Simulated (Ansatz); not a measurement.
Au2Cl⁺. Charge 1, multiplicity 3. Geometry PBE-D4/def2-TZVP; atoms count from 1.

Cartesian coordinates in Å:
```
Au -0.355 0.364 -1.380
Au -0.959 0.053 1.113
Cl 1.314 -0.417 0.266
```

In the def2 sets Au takes a core potential; there is no spin–orbit coupling. At PBE0-D4/def2-TZVP a singlet of charge 1 lies 1.97 eV below the triplet, each at its own geometry. The structure comes from a short search, and lower isomers may exist.

Problem. Estimate the Mulliken populations from the PBE0/def2-TZVP orbitals of Ansatz.

Solution. 
```tsv
atom	charge (e)	spin (α − β)	d electrons
Au1	0.56	0.66	9.56
Au2	0.56	0.66	9.56
Cl3	-0.11	0.67	–
```
Mulliken values depend strongly on the basis.

Problem. Where does the spin sit?

Solution. Summed by element: Au 1.33, Cl 0.67, of 2 unpaired in all. Largest on single atoms: Cl3 0.67, Au1 0.66, Au2 0.66.

Problem. And the Mayer bond orders between heavy atoms (over 0.3)?

Solution. Au1–Au2 0.95 (2.58 Å); Au1–Cl3 0.60 (2.47 Å); Au2–Cl3 0.60 (2.47 Å).
